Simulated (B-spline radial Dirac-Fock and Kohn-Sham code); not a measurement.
**Au³⁺: non-radiative channels of the 3p3/2 vacancy**

System: Au³⁺, configuration 1s2 2s2 2p6 3s2 3p6 3d10 4s2 4p6 4d10 4f14 5s2 5p6 5d8.

The run's input, task.json:

```json
{"items": [{
  "Z": 79,
  "q": 3,
  "cfg": [[1, 0, 2], [2, 0, 2], [2, 1, 6], [3, 0, 2], [3, 1, 6], [3, 2, 10], [4, 0, 2], [4, 1, 6], [4, 2, 10], [4, 3, 14], [5, 0, 2], [5, 1, 6], [5, 2, 8]],
  "A": 197,
  "rrms": 5.4371,
  "do": ["binding", "quiet", "decay"],
  "holes": ["K", "L1", "L2", "L3", "M1", "M2", "M3", "M4", "M5", "N1", "N2", "N3", "N4", "N5", "N6", "N7"]
}]}
```

Command: `python xray_run.py task.json out`

Method: independent-particle rates on relativistic LDA orbitals of the hole state (multipoles up to L = 3, Coulomb Auger matrix elements, transition energies from Dirac-Fock). Computed with a B-spline atomic structure program. Kinetic energies are configuration averages from the vacuum level; the two-hole energies are estimated from single-hole states.

```
transition  kinetic energy (eV)  width (meV)  share (%)
   M3-M5N4                    –          661        6.5
   M3-M5N5                    –          900        8.9
   M3-M4N6                    –          215        2.1
   M3-M4N7                    –          313        3.1
   M3-M5O1                    –          205        2.0
   M3-M5N6                    –         2330       23.0
   M3-M5N7                    –         2820       27.9
   M3-M5O2                    –          192        1.9
   M3-M5O3                    –          244        2.4
   M3-N3N5                    –          213        2.1
```

A dash stands for an energy that rests on an unreliable hole state.

Coster-Kronig rates are the weakest part of this model and often come out 1.5 to 2.5 times too large. The listed channels hold 80 % of the non-radiative rate. Summed by principal shells, of 10.1 eV in all: MMN 74.5 %, MNN 13.9 %, MMO 9.3 %, MNO 2.2 %.
